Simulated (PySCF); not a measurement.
## Computed vibrations of [YbH3(NH3)]−

[YbH3(NH3)]− (singlet in the valence; each metal's 4f electrons, 14 of them, lie in its core potential, out of spins and levels). PySCF 2.14.0, RKS PBE0, Yb lcecp-0-SVP with ECP60, H def2-SVP, N def2-SVP; non-relativistic Hamiltonian with scalar-relativistic core potentials where named; density fitting; no spin-orbit coupling. Central differences of gradients.

```xyz
8

Yb    0.1357   -0.1357    0.1357
H     1.1252    1.6582    1.1252
H    -1.6582   -1.1252    1.1252
H     1.1252   -1.1252   -1.6582
N    -1.3846    1.3846   -1.3846
H    -1.9827    1.9827   -0.8171
H    -0.8171    1.9827   -1.9827
H    -1.9827    0.8171   -1.9827
```

Run from Python with OMP_NUM_THREADS=2. Where DIIS fails, smearing, a level shift and second-order steps follow.
It took 43 s on 2 threads of Intel(R) Xeon(R) Platinum 8375C CPU @ 2.90GHz (Ice Lake), with other jobs on the host.

Problem. What are the harmonic wavenumbers and infrared intensities?

Solution. Modes are labelled in C3v; negative numbers are unstable modes, those under 60 cm⁻¹ near the noise; a finer grid moves soft modes by up to 10 cm⁻¹.
| cm⁻¹ | km/mol | symmetry |
| --- | --- | --- |
| -82 | – | e |
| -82 | – | e |
| 55 | 0.0 | a2 |
| 218 | 59.8 | a1 |
| 345 | 1193.3 | a1 |
| 383 | 97.4 | e |
| 383 | 97.4 | e |
| 452 | 313.2 | e |
| 452 | 313.2 | e |
| 944 | 951.1 | e |
| 944 | 951.1 | e |
| 1029 | 161.3 | a1 |
| 1045 | 9.8 | a1 |
| 1620 | 20.6 | e |
| 1620 | 20.6 | e |
| 3510 | 1.2 | a1 |
| 3658 | 14.4 | e |
| 3658 | 14.4 | e |

Problem. Is this a minimum?

Solution. No: 2 unstable; the lowest moves the atoms so:
```
Yb   0.00  0.00  0.00
H   -0.28  0.35 -0.35
H    0.40 -0.34  0.38
H    0.01  0.11 -0.05
N    0.01  0.01  0.00
H    0.10  0.13 -0.04
H    0.29 -0.08  0.17
H   -0.04  0.25 -0.18
```

An lcecp potential fixes the number of 4f electrons, so in runs with it no electron can move into or out of that shell.
